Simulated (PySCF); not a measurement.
Species: C5H15B2FN2.
Atom-mapped SMILES: `[F:1][B-:2]1([CH:3]2[CH2:4][CH2:5][CH2:6][CH2:7]2)[NH2+:8][BH2-:9][NH2+:10]1` (hydrogens: H11 on C3; H12, H13 on C4; H14, H15 on C5; H16, H17 on C6; H18, H19 on C7; H20, H21 on N8; H22, H23 on B9; H24, H25 on N10)

A GFN2-xTB structure was refined with PBE0-D3(BJ)/def2-SVP geometry optimisation, gas phase (PySCF 2.14.0). Its GFN2-xTB values:

```json
{"coordinate": "F1–B2", "GFN2-xTB": "1.385 Å"}
{"coordinate": "B2–C3", "GFN2-xTB": "1.621 Å"}
{"coordinate": "B2–N8", "GFN2-xTB": "1.586 Å"}
{"coordinate": "C3–C4", "GFN2-xTB": "1.541 Å"}
{"coordinate": "C3–C7", "GFN2-xTB": "1.549 Å"}
{"coordinate": "C3–H11", "GFN2-xTB": "1.095 Å"}
{"coordinate": "C4–H12", "GFN2-xTB": "1.088 Å"}
{"coordinate": "C4–H13", "GFN2-xTB": "1.093 Å"}
{"coordinate": "C5–H14", "GFN2-xTB": "1.090 Å"}
{"coordinate": "C5–H15", "GFN2-xTB": "1.091 Å"}
{"coordinate": "C6–C7", "GFN2-xTB": "1.537 Å"}
{"coordinate": "N8–B9", "GFN2-xTB": "1.595 Å"}
{"coordinate": "N8–H20", "GFN2-xTB": "1.012 Å"}
{"coordinate": "N8–H21", "GFN2-xTB": "1.013 Å"}
{"coordinate": "B9–H22", "GFN2-xTB": "1.185 Å"}
{"coordinate": "B9–H23", "GFN2-xTB": "1.184 Å"}
{"coordinate": "F1–B2–C3", "GFN2-xTB": "113.9°"}
{"coordinate": "F1–B2–N8", "GFN2-xTB": "109.4°"}
{"coordinate": "B2–C3–C7", "GFN2-xTB": "115.5°"}
{"coordinate": "B2–N8–B9", "GFN2-xTB": "88.5°"}
{"coordinate": "C3–B2–N8", "GFN2-xTB": "115.0°"}
{"coordinate": "C3–B2–N10", "GFN2-xTB": "115.4°"}
{"coordinate": "C5–C6–C7", "GFN2-xTB": "104.5°"}
{"coordinate": "N8–B9–N10", "GFN2-xTB": "91.3°"}
{"coordinate": "F1–B2–C3–C4", "GFN2-xTB": "62°"}
{"coordinate": "B2–C3–C4–C5", "GFN2-xTB": "155°"}
{"coordinate": "B2–C3–C7–C6", "GFN2-xTB": "-130°"}
```

How do these coordinates change at the PBE0-D3(BJ)/def2-SVP level?

```
 coordinate  PBE0-D3(BJ)/def2-SVP (Å or °)  change
     B9–H23                          1.217  +0.033
     B9–H22                          1.217  +0.032
      B2–C3                          1.597  -0.024
      B2–N8                          1.605  +0.019
     C4–H13                          1.107  +0.014
     C5–H15                          1.104  +0.013
     C4–H12                          1.100  +0.012
     C5–H14                          1.101  +0.011
     C3–H11                          1.105  +0.010
      C3–C7                          1.555  +0.006
     N8–H20                          1.017  +0.005
      C6–C7                          1.541  +0.004
     N8–H21                          1.017  +0.004
      F1–B2                          1.389  +0.004
      C3–C4                          1.539  -0.002
      N8–B9                          1.596  +0.001
   F1–B2–C3                          115.4    +1.5
   B2–C3–C7                          116.7    +1.2
  N8–B9–N10                           92.4    +1.1
  C3–B2–N10                          114.7    -0.7
   C3–B2–N8                          114.3    -0.7
   B2–N8–B9                           87.8    -0.7
   F1–B2–N8                          109.0    -0.4
   C5–C6–C7                          104.7    +0.2
B2–C3–C4–C5                            157      +2
B2–C3–C7–C6                           -132      -2
F1–B2–C3–C4                             60      -2
```

The energy falls by 7.5 kJ/mol over 4 energy and gradient evaluations, the largest force component goes from 0.0143 to 3.7e-04 Eh/bohr, and the atoms move by 0.030 Å rms after alignment. Among the bonds, B9–H22 and B9–H23 change most and about equally (+0.032 to +0.033 Å). Bonds longer at the end by more than 0.005 Å: 14 of 26; shorter: 1. Rotational constants go from 2263, 910.9, 792.3 to 2244, 911.9, 791.2 MHz.

The run used 215 basis functions and 26 SCF cycles in all.

Whether it is a minimum is left open (no frequencies). One conformer, not necessarily the lowest.
